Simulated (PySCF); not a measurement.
BBr3, SMILES BrB(Br)Br at its PBE0/def2-SVP optimised geometry (Å):

```
4

B     -0.4747    -0.0001     0.0000
Br     1.4246    -0.0001     0.0000
Br    -1.4246    -1.6447    -0.0002
Br    -1.4244     1.6447     0.0000
```

Computed with PBE0/def2-TZVP (PySCF). Cells within 0.4 Å of a nucleus heavier than hydrogen are left out (blank, or x).

Map of the log10 of the electron density (e/bohr³), floored at −4 on the plane z = 0.0 Å:

```
|00000000111110000000000000000|
|00000112222221100000000000000|
|00001223333332210000000000000|
|00012334444443221000000000000|
|00123345555554321100000000000|
|01223456666655432111100000000|
|01234567777765432222211100000|
|012346679x9776543333322110000|
|01345678xxx876543344433221000|
|01345678xxx876544455544321100|
|01234567888776555566655432100|
|01234566777776656677765543100|
|01233456667776666778776543210|
|001234455667xx77779x976543210|
|00123344566xxx7778xxx87643210|
|001234455667xx77779x976543210|
|01233456667776666778776543210|
|01234566777776656677765543100|
|01234567888776555566655432100|
|02345678xxx876544455544321100|
|01345678xxx876543344433221000|
|012346679x9776543333322110000|
|01234567777765432222211100000|
|01223456666655432111100000000|
|00123345555554321100000000000|
|00012334444443221000000000000|
|00001223333332210000000000000|
|00000112222221100000000000000|
|00000000111110000000000000000|
```
Scale: ten equal steps from -4.00 (start of '0') to 0.360 (end of '9'), in the order '0123456789'; x runs from -4.00 to 4.00, y from -4.00 (bottom) to 4.00 (top).
